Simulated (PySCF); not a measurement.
## Molecular orbitals of LiSn⁺

M06 at R = 3.025 Å; Li def2-SVPD, Sn def2-SVPD with ECP28; scalar-relativistic core potentials (PySCF 2.14). State: ³Π (triplet), unpaired electrons σ ↑, π ↑. Only the outer orbitals are listed, counted within each symmetry, core potentials removing the inner ones.

| spin | orbital | occ. | ε (eV) | on Li (%) | main shells (%) |
| --- | --- | --- | --- | --- | --- |
| α | 1δ | 1 | -33.73 | 0 | 100 Sn d |
| α | 2π | 1 | -33.67 | 0 | 100 Sn d |
| α | 1δ | 1 | -33.58 | 0 | 100 Sn d |
| α | 2π | 1 | -33.32 | 0 | 100 Sn d |
| α | 4σ | 1 | -33.31 | 0 | 100 Sn d |
| α | 5σ | 1 | -16.90 | 1 | 99 Sn s |
| α | 6σ | 1 | -10.12 | 15 | 81 Sn p, 9 Li s |
| α | 3π | 1 | -9.30 | 2 | 97 Sn p |
| α | 3π | 0 | -7.76 | 5 | 95 Sn p |
| α | 7σ | 0 | -6.73 | 93 | 52 Li s, 42 Li p |
| α | 4π | 0 | -4.91 | 94 | 94 Li p |
| β | 1δ | 1 | -33.62 | 0 | 100 Sn d |
| β | 2π | 1 | -33.55 | 0 | 100 Sn d |
| β | 1δ | 1 | -33.45 | 0 | 100 Sn d |
| β | 2π | 1 | -33.18 | 0 | 100 Sn d |
| β | 4σ | 1 | -33.17 | 0 | 100 Sn d |
| β | 5σ | 1 | -16.24 | 0 | 100 Sn s |
| β | 6σ | 0 | -8.07 | 17 | 78 Sn p, 12 Li s |
| β | 3π | 0 | -7.72 | 3 | 97 Sn p |
| β | 3π | 0 | -7.02 | 4 | 95 Sn p |

Question: Which are the highest filled and the lowest empty level, where do they sit, and how wide is the gap?

Answer: Highest filled α 3π at -9.30 eV (in %: 97 Sn p); lowest empty β 6σ at -8.07 eV (in %: 78 Sn p, 12 Li s); the gap at M06 is 1.23 eV.

| Quantity | Value |
| --- | --- |
| bond order (Mayer) | 0.30 |
| ⟨S²⟩ | 2.001 |
| charge on Li (Mulliken, basis-dependent) | 0.82 |
| charge on Li (Löwdin, basis-dependent) | 0.61 |
| dipole moment (positive dipole points towards Sn; it is taken about the centre of mass and depends on that origin) | -9.56 D |

Spin–orbit coupling is left out. The state was picked by a PBE0 search and need not be the measured ground state.
